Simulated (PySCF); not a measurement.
Compound: vinyldifluoroborane, C2H3BF2.
Z-matrix (Å and degrees, PBE0-D3(BJ)/def2-TZVP geometry), rows numbered from 1:
```
C 
C   1  1.3323
B   2  1.5428  1  121.60
F   3  1.3235  2  121.83  1    -0.51
F   3  1.3222  2  121.66  1   179.52
H   1  1.0857  2  121.05  3     0.07
H   1  1.0854  2  122.39  3  -179.87
H   2  1.0868  1  119.22  3   179.94
```

Computed, not measured: PySCF, PBE0-D3(BJ)/def2-TZVP geometry optimisation, gas phase.

Masses are those of the commonest isotopes; rigid-rotor values at the optimised geometry. 

Q: Give the principal moments of inertia and the rotational constants in MHz.

A: Ia = 52.41, Ib = 131.25, Ic = 183.66 u·Å²; 505379 MHz·u·Å²/I gives A = 9643, B = 3851, C = 2752 MHz.

Q: Classify the top.

A: An asymmetric top; Ray's κ = -0.681.

Q: What does the inertial defect say?

A: Planar: Δ = Ic − Ia − Ib = 0.00 u·Å². For a rigid frame Δ = −2 Σ m c², so it vanishes when all atoms lie in the ab plane; here none is more than 0.01 Å from it.

Q: List the rotational levels J(Ka,Kc) to J = 2 (cm⁻¹).

A: Above 0(0,0):
J = 1: 1(0,1) 0.2202, 1(1,1) 0.4134, 1(1,0) 0.4501
J = 2: 2(0,2) 0.6559, 2(1,2) 0.8172, 2(1,1) 0.9272, 2(2,1) 1.5068, 2(2,0) 1.5116
The levels of one J sum to (2J + 1)J(J + 1)(A + B + C)/3.

Q: Predict some low-J microwave lines.

A: The dipole components are |μa| = 2.00 D, |μb| = 0.49 D, |μc| = 0.00 D; the mirror of this Cs structure is the ab plane, so μc vanishes by symmetry and there are no c-type lines. The squared components, which scale the intensities, stand as 1.00 : 0.06 (a : b). Some lines, for components of 0.1 D or more:

| type | branch | J(Ka,Kc) | MHz | lower level (cm⁻¹) |
| --- | --- | --- | --- | --- |
| b | R | 3(1,2) ← 2(2,1) | 3983 | 1.507 |
| b | R | 5(2,3) ← 4(3,2) | 4849 | 4.117 |
| a | Q | 3(1,2) ← 3(1,3) | 6581 | 1.420 |
| a | R | 1(0,1) ← 0(0,0) | 6602 | 0.000 |
| b | R | 2(0,2) ← 1(1,1) | 7270 | 0.413 |
| a | R | 2(1,1) ← 1(1,0) | 14303 | 0.450 |
| a | Q | 5(1,4) ← 5(1,5) | 16166 | 3.212 |
| b | Q | 2(2,0) ← 2(1,1) | 17519 | 0.927 |
| a | R | 3(1,2) ← 2(1,1) | 21360 | 0.927 |
| b | Q | 3(2,2) ← 3(1,3) | 22405 | 1.420 |
| b | R | 3(1,3) ← 2(0,2) | 22910 | 0.656 |
| b | R | 4(1,4) ← 3(0,3) | 27615 | 1.298 |
| a | R | 4(1,3) ← 3(1,2) | 28285 | 1.640 |
| b | Q | 3(3,0) ← 3(2,1) | 31109 | 2.191 |
| a | R | 5(4,2) ← 4(4,1) | 33326 | 5.591 |
| a | R | 5(4,1) ← 4(4,0) | 33332 | 5.591 |
| a | R | 5(2,3) ← 4(2,2) | 35014 | 3.111 |
| b | R | 3(2,1) ← 2(1,2) | 41175 | 0.817 |
| b | R | 3(3,0) ← 2(2,1) | 51610 | 1.507 |

Q: Estimate the classical rotational partition function at 200 K, 298.15 K and 500 K.

A: Point group Cs, symmetry number σ = 1; q = (√π/σ)·√((kT/h)³/(ABC)), k/h = 20836.6 MHz/K: 47200 at 200 K, 85900 at 298.15 K, 186000 at 500 K.

PBE0-D3(BJ)/def2-TZVP frequencies: not computed here. Constants of a rigid frame at the computed geometry: no zero-point averaging, no centrifugal distortion. Quadrupole hyperfine structure (11B) is left out.
